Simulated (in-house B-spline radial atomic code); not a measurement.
The numbers below are computed, except where a source is named.
# Ne in an electron gas of r_s = 2: phase shifts, screening, friction and resistivity

A nucleus sits in a uniform electron gas with a rigid positive background. The Kohn-Sham equations are solved self-consistently in the spin-unpolarised LDA (PW92), non-relativistic, on B-splines with outgoing waves at the boundary and partial waves to l = 8. The model has no lattice, no bands and no magnetic solution. Atomic units; δ_l are the phase shifts at the Fermi level, counted so that each bound state adds π, and good to about 0.0005.

The density parameter is r_s = 2 bohr, near that of the valence electrons of Si (4 per atom, density 2.33 g/cm³, mass 28.09 u, which gives r_s = 2.01).

```csv
l,δ_l (rad)
0,5.4857
1,2.9744
2,0.1979
3,0.0341
4,0.0060
5,0.0012
6,0.0002
7,0.0001
8,0.0000
```

Bound levels below the band bottom (hartree): s -30.04, s -1.14, p -0.3168.

Q: Check the Friedel sum rule, and say where the screening charge sits.

A: k_F = (9π/4)^(1/3)/r_s = 0.95958. The rule is Z = (2/π) Σ (2l + 1) δ_l. The terms are s 3.492, p 5.681, d 0.630, f 0.152 and 0.045 beyond, in all 10.000 against Z = 10. Bound states hold 4 s, 6 p, 0 d electrons, so the scattering states carry 0.00 in all; where a term is smaller than its bound count, the bound level has drawn weight out of the band.

Q: Find the transport cross section and the electronic stopping of a 1 keV Ne ion (mass 20.18 u).

A: σ_tr = (4π/k_F²) Σ (l + 1) sin²(δ_l − δ_(l+1)). The terms for l = 0 to 3 are 0.3474, 0.2549, 0.0798, 0.0032, all together 0.6854, so σ_tr = 13.647 × 0.6854 = 9.354 bohr². With n = 3/(4π r_s³) = 0.02984, the friction coefficient is Q = n k_F σ_tr = 0.2678. For v well below v_F = 0.960, dE/dx = Q v; with 24801 eV per u at v = 1, v = √(1000/(24801 × 20.18)) = 0.0447, so dE/dx = 0.01197 hartree/bohr = 6.16 eV/nm. The largest term couples the s and p waves.

Q: What residual resistivity would 1 atomic per cent of such centres give in a metal of this density?

A: Δρ = k_F n_i σ_tr/n in atomic units of 21.74 μΩ·cm. With one host atom per 4 electrons, n_i/n = 0.01/4, so Δρ = 0.9596 × 0.00250 × 9.354 × 21.74 = 0.49 μΩ·cm. This is an atom added to the gas, as on an interstitial site.

Q: On a substitutional site the background of one host ion, a sphere holding 4 charges, is taken out. The phase shifts for l = 0 to 4 become 4.6630, 2.3071, -0.2544, -0.0871, -0.0227. What follows?

A: The Friedel sum is now 6.00, for Z − 4 = 6. The sum in σ_tr is 1.2026, so σ_tr = 16.41 bohr² and Δρ = 0.86 μΩ·cm per atomic per cent, 1.75 times the value above. A real host ion scatters too, so this model doesn't give zero even for the host's own atom.
